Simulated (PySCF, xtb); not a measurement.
diethyl sulfide (C4H10S), SMILES CCSCC. One conformer was computed; it need not be the lowest.

Harmonic wavenumbers (cm⁻¹) from GFN2-xTB (xtb 6.7.1) at its own minimum, in rising order: 30, 81, 171, 213, 237, 281, 356, 677, 693, 788, 803, 1010, 1015, 1024, 1040, 1075, 1093, 1226, 1229, 1258, 1260, 1405, 1407, 1446, 1455, 1484, 1491, 1496, 1497, 2961, 2968, 2974, 3001, 3023, 3025, 3037, 3042, 3044, 3046.

Question: What does PBE0-D3(BJ)/def2-SVP (PySCF) give at its own minimum? (The exact figures need the calculation; the answer reports its results.)

Answer: 51, 90, 171, 250, 268, 304, 388, 678, 718, 764, 790, 992, 1005, 1029, 1042, 1080, 1103, 1250, 1263, 1281, 1296, 1389, 1392, 1440, 1461, 1461, 1464, 1472, 1476, 3054, 3058, 3059, 3066, 3118, 3128, 3146, 3157, 3159, 3164. Paired by order, the mean absolute difference is 39 cm⁻¹ and the zero-point energies are 82.0 and 83.6 kcal/mol.
